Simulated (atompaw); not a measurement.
## Mg PAW (atompaw): all-electron and pseudo phase curves

magnesium, PAW, made with atompaw 4.2.0.5 (LDA (PW92), scalar-relativistic). Core [He], reference 2s2 2p6 3s1 3p0 (charge +1). Waves: 2s (bound): rc 1.15 bohr; 3s (bound): rc 1.40 bohr; 2p (bound): rc 0.65 bohr; 3p (bound, empty): rc 1.35 bohr; 3d channel at -0.1 Ry: rc 1.40 bohr. Local part: troulliermartins scheme with l = 3 at -0.5 Ry, radius 0.90 bohr. Core correction: smooth core density matched at 1.15 bohr. Augmentation charge: sinc compensation charge, radius 1.05 bohr; PAW radius 1.40 bohr; waves and projectors: modrrkj vanderbiltortho.

The phase is arctan(r·u′/u) with u = r·R(r), unwrapped; energies in Ry, scanned from -8 to 5 Ry. A pole is an energy at which the radial function vanishes at the test radius. The pseudo phase is shifted by a multiple of π to meet the all-electron one at the reference energy, and phase errors are pseudo minus all-electron; the curves can meet again beyond the range given. Levels narrower than the energy grid can be missing from the lists of poles.

| channel | radius (bohr) | reference energy (Ry) | poles, all-electron | poles, pseudo | unbroken range about the reference energy with phases within 0.05 rad | phase error 1 Ry above the reference energy (rad) |
| --- | --- | --- | --- | --- | --- | --- |
| s | 1.41 | -0.85 | -5.91 | -5.91 | below 3.1 | -0.000 |
| p | 1.41 | -0.53 | -3.49 | -3.49 | below 3.1 | -0.000 |
| d | 1.41 | -0.10 | none | 0.42 | below 0.4 | -3.135 |

Phases in the s channel:

```
E (Ry)  all-electron  pseudo
 -8.00         1.086   1.084
 -7.76         1.017   1.015
 -7.52         0.904   0.902
 -7.28         0.689   0.687
 -7.04         0.208   0.206
 -6.80        -0.611  -0.612
 -6.56        -1.151  -1.151
 -6.32        -1.392  -1.392
 -6.08        -1.515  -1.516
 -5.84        -1.590  -1.590
 -5.60        -1.641  -1.641
 -5.36        -1.678  -1.678
 -5.12        -1.707  -1.707
 -4.88        -1.731  -1.731
 -4.64        -1.751  -1.752
 -4.40        -1.770  -1.770
 -4.16        -1.786  -1.787
 -3.92        -1.802  -1.802
 -3.68        -1.817  -1.817
 -3.44        -1.831  -1.831
 -3.20        -1.845  -1.846
 -2.96        -1.860  -1.860
 -2.72        -1.874  -1.874
 -2.48        -1.889  -1.889
 -2.24        -1.905  -1.905
 -2.00        -1.921  -1.921
 -1.76        -1.938  -1.938
 -1.52        -1.956  -1.956
 -1.28        -1.976  -1.976
 -1.04        -1.997  -1.997
 -0.80        -2.020  -2.020
 -0.56        -2.046  -2.046
 -0.32        -2.074  -2.074
 -0.08        -2.105  -2.105
  0.16        -2.140  -2.141
  0.40        -2.180  -2.181
  0.64        -2.226  -2.227
  0.88        -2.278  -2.280
  1.12        -2.338  -2.342
  1.36        -2.408  -2.414
  1.60        -2.490  -2.498
  1.84        -2.585  -2.598
  2.08        -2.696  -2.714
  2.32        -2.823  -2.847
  2.56        -2.966  -2.997
  2.80        -3.119  -3.160
  3.04        -3.279  -3.327
  3.28        -3.437  -3.490
  3.52        -3.585  -3.642
  3.76        -3.720  -3.777
  4.00        -3.838  -3.896
  4.24        -3.940  -3.997
  4.48        -4.028  -4.083
  4.72        -4.103  -4.156
  4.96        -4.168  -4.219
```
